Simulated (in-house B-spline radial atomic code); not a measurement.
V⁸⁺. Computed with a B-spline radial atomic code. Model: all-electron spherical atom, spin shells full or empty, radial basis limit, no spin-orbit coupling, Breit or QED, empty-state partial waves extrapolated as (l+1/2)^-4, RPA, G0W0 and static COHSEX of the highest shell as one setting changes (uncorrelated shells keep exact exchange).

Given: element V; charge 8; filled core Ne; hamiltonian one-electron scalar X2C; mean-field start LDA VWN5; highest l of empty states 9; nuclear rms radius 3.6002 fm; highest mean-field shell 3p up.

Shell: 3s 1 1, 3p 3 0 (electrons up and down).

| lowest nl shells left uncorrelated | RPA correlation energy (hartree) | G0W0 level (eV) | G0W0 minus most complete (meV) | COHSEX level (eV) | linearised minus solved G0W0 (meV) |
| --- | --- | --- | --- | --- | --- |
| 0 | -1.005 | -204.52 | 0 | -208.27 | -23 |
| 1 | -0.86398 | -204.51 | 13.2 | -208.27 | -22.9 |
| 2 | ? | ? | ? | ? | ? |
| 3 | ? | ? | ? | ? | ? |
| 4 | -0.11004 | -205.26 | -737.4 | -207.75 | 13.1 |

Question: What follows for lowest nl shells left uncorrelated = 3?

Answer: RPA correlation energy -0.29535 hartree; G0W0 level -204.29 eV; G0W0 minus most complete 233.7 meV; COHSEX level -207.86 eV; linearised minus solved G0W0 -22.6 meV.

Question: What follows for lowest nl shells left uncorrelated = 2?

Answer: RPA correlation energy -0.71011 hartree; G0W0 level -204.48 eV; G0W0 minus most complete 37.9 meV; COHSEX level -208.25 eV; linearised minus solved G0W0 -22.9 meV.
